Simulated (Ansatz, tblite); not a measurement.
Removing and adding an electron: K₆S₃. Total charge 0; singlet. Geometry: r2SCAN-D4/def2-SVP. Ansatz, gas phase; energy differences of separate SCF runs; the oxidised species was run as a doublet alone; the reduced species was run as a doublet alone.

Cartesian coordinates in Å:
```
K -1.672 -0.066 4.192
K 1.669 -0.849 1.196
K 0.359 1.855 -1.156
K -3.140 2.784 1.599
K -2.085 -1.123 -0.108
K 2.450 -2.146 -3.867
S 2.557 -0.213 -1.659
S 0.603 -1.255 -1.776
S -0.741 1.014 1.580
```

The xTB rows come from tblite. HOMO above LUMO, or a gap near zero within one spin, warns that the state may not be the lowest or that an electron is smeared out. The structure comes from a short search, and lower isomers may exist.

```json
{"level": "GFN2-xTB", "−HOMO (eV)": "6.24", "vertical IE (eV)": "8.19", "−LUMO (eV)": "5.63", "vertical EA (eV)": "3.78", "HOMO–LUMO gap (eV)": "0.60", "IE − EA (eV)": "4.41", "remarks": "–"}
{"level": "PBE-D4/def2-TZVP", "−HOMO (eV)": "1.92", "vertical IE (eV)": "3.10", "−LUMO (eV)": "1.65", "vertical EA (eV)": "–", "HOMO–LUMO gap (eV)": "0.28", "IE − EA (eV)": "–", "remarks": "restricted SCF unstable in HF (singlet)"}
{"level": "PBE0-D4/def2-TZVP", "−HOMO (eV)": "2.09", "vertical IE (eV)": "2.93", "−LUMO (eV)": "1.23", "vertical EA (eV)": "–", "HOMO–LUMO gap (eV)": "0.85", "IE − EA (eV)": "–", "remarks": "restricted SCF unstable in HF (singlet)"}
```

**Question.** Estimate the rows for GFN1-xTB, PBE-D4/def2-TZVPD.

**Answer.** 
```csv
level,−HOMO (eV),vertical IE (eV),−LUMO (eV),vertical EA (eV),HOMO–LUMO gap (eV),IE − EA (eV),remarks
GFN1-xTB,9.29,10.62,8.57,7.72,0.72,2.90,–
PBE-D4/def2-TZVPD,1.94,–,1.66,0.70,0.28,–,"HOMO above zero (-1 doublet), gap within one spin near zero (-1 doublet), restricted SCF unstable in HF (singlet)"
```

Run but left out: PBE-QIDH/def2-TZVP (singlet: restricted singlet, unstable towards broken spin symmetry); PBE0-D4/def2-TZVPD (charge -1 doublet: ⟨S²⟩ 1.20, where a pure state has 0.75).   A HOMO above zero means that the electron is unbound at that level or that self-interaction error raises the level; the energy of removing that electron tells which. Raw xTB energy differences between charge states are shifted by several eV; the methods need an empirical correction for them.
